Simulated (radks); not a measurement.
Fe+, 25 electrons, occupied as [Ar] 3d7 (not the ground configuration).

Method: Dirac Kohn-Sham, PBE, spin-unpolarised, spherical densities, point nucleus; open shells fill j = l - 1/2 first; computed with a radial shooting solver on a logarithmic mesh with Libxc functionals.

Energy parts (eV):
total: -34619.353
kinetic: 35100.294
electron-nucleus: -82771.710
Hartree: 14566.232
exchange-correlation: -1514.169

Orbitals (lengths in bohr, moments of r in powers of bohr):
| orbital | occ. | eigenvalue (eV) | <r> | <r^4> | small-component weight |
|---|---|---|---|---|---|
| 1s1/2 | 2 | -7000.621 | 0.05845 | 0.00005431 | 8.75e-03 |
| 2s1/2 | 2 | -821.8454 | 0.2667 | 0.01235 | 1.61e-03 |
| 2p1/2 | 2 | -709.0211 | 0.2334 | 0.009179 | 1.59e-03 |
| 2p3/2 | 4 | -696.5330 | 0.2364 | 0.009587 | 1.57e-03 |
| 3s1/2 | 2 | -97.1180 | 0.8154 | 0.9682 | 3.44e-04 |
| 3p1/2 | 2 | -64.3411 | 0.8599 | 1.367 | 3.03e-04 |
| 3p3/2 | 4 | -62.8286 | 0.8697 | 1.432 | 2.97e-04 |
| 3d3/2 | 4 | -11.5530 | 1.212 | 12.28 | 1.75e-04 |
| 3d5/2 | 3 | -11.4145 | 1.220 | 12.67 | 1.73e-04 |

The highest occupied level is 3d5/2 at -11.414 eV. The density falls to 0.001 e/bohr^3 at r = 3.50 bohr.
